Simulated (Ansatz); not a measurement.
Z-matrix (Å, degrees):
```
Si
O 1 1.6515
H 2 0.9573 1 117.80
H 1 1.4835 2 104.99 3 170.02
H 1 1.4922 4 109.31 2 118.37
C 1 1.8631 4 110.56 5 119.87
H 6 1.0924 1 111.04 4 58.93
H 6 1.0932 7 108.23 1 -122.64
H 6 1.0939 7 108.15 8 -116.39
```
Charge 0, multiplicity 1.

Calculation: frozen-core CCSD(T)/def2-TZVPP // PBE0-D4/def2-TZVP in Ansatz (a first-principles code).

```yaml
HF energy: -405.27572 Ha
MP2 correlation energy: -0.55128 Ha
```

Question: Estimate the CCSD correlation energy, the (T) correction, the total energy and the T1 diagnostic.

Answer: 
| Quantity | Value |
|---|---|
| CCSD correlation energy | -0.58546 Ha |
| (T) correction | -0.01967 Ha |
| CCSD(T) total energy | -405.88084 Ha |
| T1 diagnostic | 0.010 |
